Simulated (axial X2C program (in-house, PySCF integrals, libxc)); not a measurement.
Correcting the dissociation energy of CSe for spin–orbit coupling

A spin-free PBE0 curve (one-electron X2C) was computed with an axial X2C code built on PySCF integrals, basis Se dyall-cv3z [8s9p6d4f1g], C dyall-v3z [7s6p2d1f] (cores contracted in-house), for the state M_S = 0, Λ = 0 (closed shell). It gives D0 = 5.979 eV to Se + C, which in a spin-free picture are the weighted means of the ground terms.

Measured levels of the ground terms (NIST Handbook of Basic Atomic Spectroscopic Data), in cm⁻¹: Se 3P: J = 2 at 0, J = 1 at 1989.5, J = 0 at 2534.4; C 3P: J = 0 at 0, J = 1 at 16.4, J = 2 at 43.4.

The molecular state has Λ = 0, so it has no first-order lowering.

(1) How far does each ground level lie under the (2J+1)-weighted mean of its term?

(2) Correct D0.

Second-order spin–orbit effects in the molecule, which grow quickly with Z, are left out. One determinant describes the state; a PBE0 search over occupations chose it and may have missed a lower one. De is counted from the lowest determinant-based energies of the atoms at the same level, without counterpoise correction.

Answers

(1) Se: (5 × 0 + 3 × 1989.5 + 1 × 2534.4)/9 = 945 cm⁻¹; C: (1 × 0 + 3 × 16.4 + 5 × 43.4)/9 = 30 cm⁻¹.

(2) D0 = 5.979 + (0 − 975)/8065.5 = 5.858 eV at PBE0 with these spin–orbit terms.
